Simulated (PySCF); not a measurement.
**Ionisation energy of Nd⁴¹⁺ by level of theory**

Nd⁴¹⁺ [Ar] 3d1 [3d3/2^1, M_J = 3/2] → Nd⁴²⁺ [Ar], as a difference of total energies. Calculation: PySCF 2.14, in an even-tempered Gaussian basis (16 s from 8.9 bohr⁻², ratio 2.8; 12 p from 12 bohr⁻², ratio 2.8; 8 d from 12 bohr⁻², ratio 2.8; 3 f from 35 bohr⁻², ratio 3); the two-component X2C-1e Hamiltonian. Correlated levels: [Ne] frozen; the 74 highest virtual spinors dropped. "Screened" scales the spin-orbit matrix elements by Boettger's factors to mimic the two-electron term; Breit and QED terms are absent.

| method | ionisation energy (eV) |
| --- | --- |
| GHF (spin-free) | 3062.8 |
| GMP2 (spin-free) | 3062.4 |
| GHF (screened spin-orbit) | 3079.7 |
| GMP2 (screened spin-orbit) | 3079.3 |

Breit and QED terms and the two-electron picture change are absent.

The spin-free rows lack the spin-orbit shift.

For comparison: 3078 ± 4 eV (theoretical estimate listed by NIST; NIST Atomic Spectra Database, ionization energies).
